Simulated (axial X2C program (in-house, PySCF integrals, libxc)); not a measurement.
Density and ELF of HI

All values were computed with an in-house relativistic program for diatomic molecules. Two-component (2c) means X2C with spin–orbit coupling and atomic mean-field two-electron Coulomb and Gaunt terms. Basis: I dyall-cv3z [11s12p8d4f1g], H dyall-v3z [6s2p1d] (cores contracted in-house); Gaussian nuclei, density fitting, unrestricted open shells. Masses: I 126.904 u, H 1.008 u.

PBE0, with spin–orbit coupling, state Ω = 0 (closed shell); I at z = 0, H at z = 1.616 Å.

The maps cover the half plane through the axis: z from -2.4 to 3.6 Å along the bond, ρ from 0.15 to 2.25 Å away from it.

log10 of the density in e/bohr³:

```
 ρ\z  -2.4  -1.8  -1.2  -0.6   0.0   0.6   1.2   1.8   2.4   3.0   3.6
0.15  -3.4  -2.4  -1.4  -0.2   1.8  -0.2  -0.8  -0.9  -2.0  -3.1  -4.1
0.45  -3.4  -2.4  -1.5  -0.6   0.4  -0.6  -1.0  -1.3  -2.2  -3.2  -4.2
0.75  -3.5  -2.5  -1.6  -0.9  -0.6  -1.0  -1.4  -1.7  -2.5  -3.4  -4.3
1.05  -3.6  -2.7  -1.9  -1.2  -1.0  -1.3  -1.7  -2.2  -2.8  -3.6  -4.5
1.35  -3.8  -2.9  -2.2  -1.6  -1.4  -1.6  -2.1  -2.6  -3.2  -3.9  -4.7
1.65  -4.0  -3.2  -2.5  -2.0  -1.8  -2.0  -2.5  -3.0  -3.5  -4.2  -5.0
1.95  -4.2  -3.5  -2.8  -2.4  -2.3  -2.4  -2.8  -3.3  -3.9  -4.6  -5.3
2.25  -4.4  -3.8  -3.2  -2.8  -2.7  -2.9  -3.2  -3.7  -4.3  -4.9  -5.6
```

Electron localisation function (collinear form, no current term, damped to 0 at low density):

```
 ρ\z  -2.4  -1.8  -1.2  -0.6   0.0   0.6   1.2   1.8   2.4   3.0   3.6
0.15  0.01  0.20  0.59  0.43  0.77  0.40  0.95  1.00  0.98  0.34  0.00
0.45  0.01  0.20  0.64  0.27  0.75  0.22  0.87  0.99  0.95  0.24  0.00
0.75  0.01  0.20  0.68  0.53  0.26  0.40  0.70  0.90  0.76  0.11  0.00
1.05  0.01  0.19  0.68  0.82  0.71  0.69  0.51  0.56  0.40  0.03  0.00
1.35  0.01  0.15  0.63  0.86  0.87  0.73  0.37  0.24  0.12  0.01  0.00
1.65  0.00  0.09  0.51  0.80  0.83  0.66  0.26  0.08  0.02  0.00  0.00
1.95  0.00  0.04  0.34  0.66  0.72  0.53  0.16  0.03  0.00  0.00  0.00
2.25  0.00  0.01  0.14  0.42  0.51  0.33  0.07  0.01  0.00  0.00  0.00
```

One determinant describes the state; a PBE0 search over occupations chose it and may have missed a lower one.
